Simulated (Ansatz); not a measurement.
Input file for Ansatz (a program for electronic structure): R-B2PLYP/def2-TZVPP on H2Zr (SMILES [ZrH2]), 2S+1 = 1, a spin state set in the input, which need not be the lowest. Elements past Kr take the def2 small-core potentials; no spin–orbit coupling.

Ansatz 0.2 input:
```yaml
crystal:
  periodic: [false, false, false]
  atoms:
    - {symbol: Zr, position_ang: [0.42915041, 0.10630913, 0.39954216]}
    - {symbol: H, position_ang: [0.01260019, -1.57936403, -0.15708255]}
    - {symbol: H, position_ang: [-0.47491931, 1.52042650, -0.31277924]}
basis:
  gaussian:
    orbitals: def2-TZVPP
hamiltonian:
  xc: {name: B2PLYP}
magnetization: {spin_polarized: false}
correlation: {electrons: valence}
```

The log:

```
WARN ansatz: RAYON_NUM_THREADS=1 ignored (pool sized by the plan → 1); use --threads N
Functional definition: B2PLYP
integrals: 0.03 GiB planned
520 factors; integrals over basis functions are off by at most 9.1e-4 eV
mean field: 0.19 GiB planned
mean field evaluation 1: about -1302.4120 eV, gradient 1.6e1 eV
mean field evaluation 2: about -1302.4049 eV, gradient 1.6e1 eV
mean field evaluation 4: about -1303.4058 eV, gradient 1.3e0 eV
mean field evaluation 8: about -1303.4265 eV, gradient 1.8e-1 eV
mean field evaluation 16: about -1303.4281 eV, gradient 3.1e-4 eV
mean field -1303.42814401 eV, -47.9001007969 hartree, gradient 9.5e-6 eV, S^2 0.000000; 2 other end points of the search recorded, 0 dependent functions left out; unrestricted orbitals would lower it
reference -1303.42827617 eV, -47.9001056537 hartree; 7, 7 occupied and 77, 77 virtual orbitals, 520 factors
second order -10.77787507 eV of doubles, -0.00000000 eV of singles
Total energy: -1306.33830243 eV, -48.0070471466 hartree
```

Self-consistency was reached.

Cost: very roughly 1.1 core-seconds.
